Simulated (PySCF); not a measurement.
Al2(mu-NH2)2(F)4, H4Al2F4N2, singlet, PBE0/def2-SVP optimised geometry.

```
12

Al     1.38     0.00     0.00
Al    -1.38     0.00     0.00
N      0.00     0.00    -1.35
H      0.00    -0.82    -1.96
H      0.00     0.82    -1.96
F      2.20     1.45     0.00
F      2.20    -1.45     0.00
N      0.00     0.00     1.35
H      0.00    -0.81     1.97
H      0.00     0.83     1.96
F     -2.20     1.45     0.00
F     -2.20    -1.45     0.00
```

Density from PySCF with PBE0/def2-TZVP at that geometry.

Minimum of the electron density along straight lines between bonded atoms, close to the bond critical point (lines longer than 1.1 times the sum of covalent radii, or with two minima, are not listed):

| bond | length / Å | ρ at the minimum / e bohr⁻³ | ∇²ρ there / e bohr⁻⁵ | position (fraction from the first atom) |
|---|---|---|---|---|
| Al1–N3 | 1.936 | 0.073 | 0.34 | 0.41 |
| Al2–N3 | 1.936 | 0.073 | 0.34 | 0.41 |
| N3–H4 | 1.022 | 0.325 | -1.58 | 0.74 |
| N3–H5 | 1.022 | 0.325 | -1.58 | 0.74 |
| Al1–F6 | 1.665 | 0.109 | 0.88 | 0.43 |
| Al1–F7 | 1.665 | 0.109 | 0.88 | 0.43 |
| Al1–N8 | 1.936 | 0.073 | 0.34 | 0.41 |
| Al2–N8 | 1.936 | 0.073 | 0.34 | 0.41 |
| N8–H9 | 1.022 | 0.325 | -1.58 | 0.74 |
| N8–H10 | 1.022 | 0.325 | -1.58 | 0.74 |
| Al2–F11 | 1.665 | 0.109 | 0.88 | 0.43 |
| Al2–F12 | 1.665 | 0.109 | 0.88 | 0.43 |
